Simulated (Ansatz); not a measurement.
## Energy profile

The step: ZnH₂SO ([OH][Zn][SH]) + HF → ZnHOF ([OH][Zn][F]) + H₂S (still joined by a long Zn–S bond); bonds formed: Zn1–F5, S2–H4; bonds broken: H4–F5; bonds weakened to dative contacts: Zn1–S2 (atoms numbered as in the saddle structure below).

```
7
angstrom
Zn -0.2337 -0.0433 -0.5982
S 0.1206 -0.3827 1.7683
O 0.1615 -0.6352 -2.2365
H -0.7395 0.7641 1.3054
F -1.2528 1.3673 0.2224
H 1.2426 0.3573 1.7806
H 0.7014 -1.4276 -2.2420
```

Electronic energies by CCSD(T) at an estimated basis limit (MP2 extrapolated from triple and quadruple zeta, plus CCSD(T) − MP2 in triple zeta), on PBE0-D4/def2-TZVP structures; ZnH$_{3}$SOF, closed shell; no counterpoise correction. Program: Ansatz 0.2.0. Basis: def2-TZVPP and def2-QZVPP. Cores are frozen in the correlated methods. The 3s and 3p shells of Cu and Zn are frozen; filled d shells are correlated. Extrapolation: Hartree–Fock as exp(−7.88 √X), correlation as X^−2.97.

Question: Give the profile in kJ/mol, counted from the separated reactants. (An estimate is asked for; the value comes from the calculation.)

Answer: The calculation gives:
```
                                                                                               point  kJ/mol
separated: ZnH$_{2}$SO (linked as [OH][Zn][SH]; Zn1, S2, O3, H6, H7; singlet) + HF (H4, F5; singlet)     0.0
                                                                                     start structure   -25.4
                                                                                              saddle    23.0
                                                                                       end structure    -6.0
 separated: ZnHOF (linked as [OH][Zn][F]; Zn1, O3, F5, H7; singlet) + H$_{2}$S (S2, H4, H6; singlet)    31.3
```

The T1 diagnostic stays at or below 0.018.

For scale, one of the runs: CCSD(T)/def2-TZVPP, 210 basis functions (an equivalent command: `ansatz run in.yaml --threads 4`). The run took 93 s on 4 CPU threads (shared host), with 2.9 GiB of host memory at its peak.
